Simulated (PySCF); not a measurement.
Computed with PySCF 2.14.0 with TPSSh-D3(BJ)/def2-TZVP // BP86-D3(BJ)/def2-SVP. All species are isolated molecules in the gas phase. 

Reference species: [Ti(H)4] (neutral, multiplicity 1).

```
Property                                  Result
----------------------------------------  ------
charge on the central atom (Mulliken)     0.63 e
coordination number                            4
charge on the central atom (meta-Löwdin)  1.04 e
```

Changed species: [Ti(F)3(H)] (1 of 4 F replaced by H; the reference has 4 of 4 F replaced by H).

Problem. Predict the effect on the charge on the central atom (Mulliken), coordination number and charge on the central atom (meta-Löwdin).

Solution. the charge on the central atom (Mulliken) rises by 0.73 e, to 1.36 e; the coordination number hardly moves; the charge on the central atom (meta-Löwdin) rises by 0.43 e, to 1.47 e.
